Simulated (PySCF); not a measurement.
CH6ClNSi3, SMILES N1[SiH2][SiH2][Si@H](C=1)Cl.

Geometry optimised at PBE-D3(BJ)/def2-SVP. The structure was generated by enumeration; whether it is a known compound was not checked.

All values below come from PBE-D3(BJ)/def2-SVP run with PySCF.

Frequencies are harmonic and unscaled.

Computed normal modes with their intensities:
```json
[
 {"mode": "1", "ν (cm⁻¹)": "28", "IR (km/mol)": "0.3", "moving atoms (share of kinetic energy)": "Si 42 %, Cl 25 %, H 20 %, C 11 %"},
 {"mode": "2", "ν (cm⁻¹)": "119", "IR (km/mol)": "1.9", "moving atoms (share of kinetic energy)": "Si 36 %, Cl 34 %, N 13 %, H 9 %"},
 {"mode": "3", "ν (cm⁻¹)": "132", "IR (km/mol)": "3.9", "moving atoms (share of kinetic energy)": "Si 34 %, Cl 25 %, N 21 %, H 19 %"},
 {"mode": "4", "ν (cm⁻¹)": "257", "IR (km/mol)": "5.9", "moving atoms (share of kinetic energy)": "Si 70 %, N 10 %, H 8 %"},
 {"mode": "5", "ν (cm⁻¹)": "297", "IR (km/mol)": "3.7", "moving atoms (share of kinetic energy)": "H 65 %, C 20 %, N 10 %"},
 {"mode": "6", "ν (cm⁻¹)": "346", "IR (km/mol)": "8.4", "moving atoms (share of kinetic energy)": "H 59 %, C 15 %, Si 13 %, N 10 %"},
 {"mode": "7", "ν (cm⁻¹)": "385", "IR (km/mol)": "1.5", "moving atoms (share of kinetic energy)": "Si 78 %, H 9 %"},
 {"mode": "8", "ν (cm⁻¹)": "398", "IR (km/mol)": "2.0", "moving atoms (share of kinetic energy)": "Si 63 %, H 21 %"},
 {"mode": "9", "ν (cm⁻¹)": "436", "IR (km/mol)": "20.7", "moving atoms (share of kinetic energy)": "Si 39 %, N 27 %, H 21 %, C 11 %"},
 {"mode": "10", "ν (cm⁻¹)": "461", "IR (km/mol)": "9.8", "moving atoms (share of kinetic energy)": "H 57 %, Si 32 %"},
 {"mode": "11", "ν (cm⁻¹)": "535", "IR (km/mol)": "110.8", "moving atoms (share of kinetic energy)": "Si 39 %, H 37 %, Cl 22 %"},
 {"mode": "12", "ν (cm⁻¹)": "562", "IR (km/mol)": "3.6", "moving atoms (share of kinetic energy)": "H 66 %, Si 22 %"},
 {"mode": "13", "ν (cm⁻¹)": "582", "IR (km/mol)": "8.1", "moving atoms (share of kinetic energy)": "H 51 %, Si 22 %, C 19 %"},
 {"mode": "14", "ν (cm⁻¹)": "601", "IR (km/mol)": "1.5", "moving atoms (share of kinetic energy)": "H 77 %, Si 13 %"},
 {"mode": "15", "ν (cm⁻¹)": "654", "IR (km/mol)": "27.7", "moving atoms (share of kinetic energy)": "N 46 %, Si 27 %, H 18 %, C 9 %"},
 {"mode": "16", "ν (cm⁻¹)": "695", "IR (km/mol)": "8.0", "moving atoms (share of kinetic energy)": "H 72 %, C 14 %"},
 {"mode": "17", "ν (cm⁻¹)": "725", "IR (km/mol)": "6.5", "moving atoms (share of kinetic energy)": "H 60 %, C 21 %, Si 12 %"},
 {"mode": "18", "ν (cm⁻¹)": "743", "IR (km/mol)": "100.2", "moving atoms (share of kinetic energy)": "H 87 %, Si 10 %"},
 {"mode": "19", "ν (cm⁻¹)": "780", "IR (km/mol)": "148.3", "moving atoms (share of kinetic energy)": "H 81 %, Si 15 %"},
 {"mode": "20", "ν (cm⁻¹)": "857", "IR (km/mol)": "27.4", "moving atoms (share of kinetic energy)": "H 76 %, C 21 %"},
 {"mode": "21", "ν (cm⁻¹)": "858", "IR (km/mol)": "76.8", "moving atoms (share of kinetic energy)": "H 92 %"},
 {"mode": "22", "ν (cm⁻¹)": "886", "IR (km/mol)": "78.0", "moving atoms (share of kinetic energy)": "H 95 %"},
 {"mode": "23", "ν (cm⁻¹)": "1271", "IR (km/mol)": "10.7", "moving atoms (share of kinetic energy)": "H 83 %, C 10 %"},
 {"mode": "24", "ν (cm⁻¹)": "1630", "IR (km/mol)": "58.6", "moving atoms (share of kinetic energy)": "C 51 %, N 48 %"},
 {"mode": "25", "ν (cm⁻¹)": "2143", "IR (km/mol)": "88.0", "moving atoms (share of kinetic energy)": "H 97 %"},
 {"mode": "26", "ν (cm⁻¹)": "2160", "IR (km/mol)": "56.7", "moving atoms (share of kinetic energy)": "H 98 %"},
 {"mode": "27", "ν (cm⁻¹)": "2168", "IR (km/mol)": "68.9", "moving atoms (share of kinetic energy)": "H 98 %"},
 {"mode": "28", "ν (cm⁻¹)": "2175", "IR (km/mol)": "16.6", "moving atoms (share of kinetic energy)": "H 96 %"},
 {"mode": "29", "ν (cm⁻¹)": "2182", "IR (km/mol)": "108.9", "moving atoms (share of kinetic energy)": "H 96 %"},
 {"mode": "30", "ν (cm⁻¹)": "2913", "IR (km/mol)": "52.4", "moving atoms (share of kinetic energy)": "H 92 %"}
]
```
